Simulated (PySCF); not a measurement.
C3H7Si, SMILES C1C[SiH]C1 (connectivity only; charge and spin as stated), charge +1, multiplicity 1.

The structure is a stationary point at r2SCAN-D4/def2-SVP. The geometry has at least one imaginary mode, so it is a saddle point at that level. The multiplicity is an assumed one; no other spin state was optimised. The isomer is the one that the SMILES or the coordinates give; other isomers of the formula were not compared.

The numbers are results of PBE0/def2-TZVP (PySCF), not measurements.

Symmetry labels are those of the subgroup Cs that the program uses (full group Cs).

List the valence orbital energies around the gap with their symmetry. (The exact figures need the calculation; the answer reports its results.)


```json
[
 {"orbital": "HOMO−7", "symmetry": "A'", "energy (eV)": "-19.74"},
 {"orbital": "HOMO−6", "symmetry": "A'", "energy (eV)": "-18.46"},
 {"orbital": "HOMO−5", "symmetry": "A'", "energy (eV)": "-18.10"},
 {"orbital": "HOMO−4", "symmetry": "A\"", "energy (eV)": "-16.52"},
 {"orbital": "HOMO−3", "symmetry": "A\"", "energy (eV)": "-15.56"},
 {"orbital": "HOMO−2", "symmetry": "A'", "energy (eV)": "-14.84"},
 {"orbital": "HOMO−1", "symmetry": "A\"", "energy (eV)": "-14.59"},
 {"orbital": "HOMO", "symmetry": "A'", "energy (eV)": "-14.10"},
 {"orbital": "LUMO", "symmetry": "A'", "energy (eV)": "-8.37"},
 {"orbital": "LUMO+1", "symmetry": "A'", "energy (eV)": "-5.13"},
 {"orbital": "LUMO+2", "symmetry": "A\"", "energy (eV)": "-4.99"},
 {"orbital": "LUMO+3", "symmetry": "A'", "energy (eV)": "-3.20"}
]
```
